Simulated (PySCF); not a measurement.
**Spin-rotation constants: `Br[C@H]1[C@@H]2CC[C@H]1C2`, C$_{6}$H$_{9}$Br**

Molfile (atoms numbered from 1):
```
C6H9Br
     RDKit          3D

 16 17  0  0  0  0  0  0  0  0999 V2000
    2.8757   -0.9363    0.3714 Br  0  0  0  0  0  0  0  0  0  0  0  0
    0.9357   -0.8477    0.3345 C   0  0  1  0  0  0  0  0  0  0  0  0
    0.3409    0.4400    0.9175 C   0  0  2  0  0  0  0  0  0  0  0  0
   -1.1530    0.1379    0.7771 C   0  0  0  0  0  0  0  0  0  0  0  0
   -1.1518   -0.4313   -0.6641 C   0  0  0  0  0  0  0  0  0  0  0  0
    0.3423   -0.3050   -0.9712 C   0  0  1  0  0  0  0  0  0  0  0  0
    0.6545    1.1009   -0.4343 C   0  0  0  0  0  0  0  0  0  0  0  0
    0.5772   -1.8046    0.7119 H   0  0  0  0  0  0  0  0  0  0  0  0
    0.6870    0.8531    1.8606 H   0  0  0  0  0  0  0  0  0  0  0  0
   -1.7575    1.0389    0.8709 H   0  0  0  0  0  0  0  0  0  0  0  0
   -1.4991   -0.5874    1.5135 H   0  0  0  0  0  0  0  0  0  0  0  0
   -1.4960   -1.4647   -0.7063 H   0  0  0  0  0  0  0  0  0  0  0  0
   -1.7560    0.1613   -1.3496 H   0  0  0  0  0  0  0  0  0  0  0  0
    0.6907   -0.6469   -1.9415 H   0  0  0  0  0  0  0  0  0  0  0  0
    1.6965    1.3888   -0.5468 H   0  0  0  0  0  0  0  0  0  0  0  0
    0.0052    1.9121   -0.7550 H   0  0  0  0  0  0  0  0  0  0  0  0
  1  2  1  0
  2  3  1  0
  3  4  1  0
  4  5  1  0
  5  6  1  0
  6  7  1  0
  6  2  1  0
  7  3  1  0
  2  8  1  1
  3  9  1  1
  4 10  1  0
  4 11  1  0
  5 12  1  0
  5 13  1  0
  6 14  1  6
  7 15  1  0
  7 16  1  0
M  END
```

Computed, not measured: PySCF 2.14.0, GIAO HF/pcSseg-1 magnetisability, rotational g tensor and spin-rotation constants, non-relativistic, gas phase. Geometry: GFN2-xTB.

The calculation is non-relativistic, which matters for the atoms heavier than Zn.

Q: Give the nuclear spin-rotation constants along the inertial axes (H = +C I·J) beside the isotropic shieldings.

A: Rotational constants 5.0109, 1.0337, 1.0217 GHz. A star marks the isotopologue with that one atom substituted, in its own axes.
| atom | isotope | Caa (kHz) | Cbb (kHz) | Ccc (kHz) | mean (kHz) | σ (ppm) |
| --- | --- | --- | --- | --- | --- | --- |
| Br1 | 79Br | 1.030 | 1.294 | 1.236 | 1.187 | 2540.9 |
| H8 | 1H | -0.596 | -0.105 | 0.046 | -0.218 | 29.0 |
| H9 | 1H | -0.507 | 0.026 | -0.113 | -0.198 | 29.9 |
| H10 | 1H | -0.149 | -0.095 | -0.076 | -0.107 | 30.5 |
| H11 | 1H | -0.536 | -0.096 | 0.003 | -0.210 | 30.6 |
| H12 | 1H | -0.536 | -0.096 | 0.003 | -0.210 | 30.6 |
| H13 | 1H | -0.149 | -0.095 | -0.076 | -0.107 | 30.5 |
| H14 | 1H | -0.507 | 0.025 | -0.113 | -0.198 | 29.9 |
| H15 | 1H | -0.116 | -0.112 | -0.047 | -0.092 | 29.5 |
| H16 | 1H | -0.141 | -0.121 | -0.065 | -0.109 | 31.3 |
| C2 | 13C* | 0.952 | 0.206 | 0.202 | 0.453 | 132.4 |
| C3 | 13C* | 0.807 | 0.168 | 0.184 | 0.386 | 150.8 |
| C4 | 13C* | 0.659 | 0.161 | 0.135 | 0.318 | 169.0 |
| C7 | 13C* | 0.681 | 0.148 | 0.185 | 0.338 | 160.4 |

For the geometry as given, no vibrational averaging.

Q: How do the rotational constants and the g tensor change when H8, H9, H10, H11, H12, H13, H14, H15, H16 are replaced by deuterium?

A: Constants 3.8806, 0.9281, 0.9202 GHz; g -0.0056, -0.0022, -0.0029, against -0.0072, -0.0022, -0.0030 before.
